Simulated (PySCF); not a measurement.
# Diatomic anions of H with group 14

PBE0 with double-zeta basis sets in PySCF, for the lowest determinant that a PBE0 search found; no spin–orbit coupling. De refers to high-spin ground-configuration atoms (the charge goes to the atom of lower measured ionisation energy or higher electron affinity, which is not always the lowest computed limit). A positive dipole points towards H; it is taken about the centre of mass and depends on that origin.

| M | basis | charged atom | state (unpaired electrons) | Re (Å) | ωe (cm⁻¹) | De (eV) | μ (D) |
| --- | --- | --- | --- | --- | --- | --- | --- |
| C | aug-cc-pVDZ | C− | triplet (π ↑↑) | 1.150 | 2629 | 3.49 | 1.31 |
| Si | aug-cc-pV(D+d)Z/aug-cc-pVDZ | Si− | triplet (π ↑↑) | 1.564 | 1852 | 2.96 | -0.04 |
| Ge | aug-cc-pVDZ-PP/aug-cc-pVDZ | Ge− | triplet (π ↑↑) | 1.637 | 1689 | 2.70 | -0.72 |
| Sn | aug-cc-pVDZ-PP/aug-cc-pVDZ | Sn− | triplet (π ↑↑) | 1.818 | 1527 | 2.47 | -1.02 |
| Pb | aug-cc-pVDZ/aug-cc-pVDZ-PP | H− | triplet (π ↑↑) | 1.898 | 1406 | 3.01 | -1.72 |

By what factor does the well depth vary along the series?

At PBE0 it runs from 2.47 eV (SnH⁻) to 3.49 eV (CH⁻), a factor of 1.41.

Down a group the atoms grow and get heavier, so bonds lengthen and wavenumbers fall; this series shows no clear exception.

Spin–orbit coupling is left out, which matters for elements this heavy, above all for dissociation energies. For an ion De counts to the pair picked by the measured ionisation energies or electron affinities, which need not be the lowest pair at this level. The highest Kohn–Sham level is positive in some of these anions. Much of that is self-interaction error, but it also means that the finite basis helps to hold the extra electron. States were picked by a PBE0 search and need not be the measured ground states.
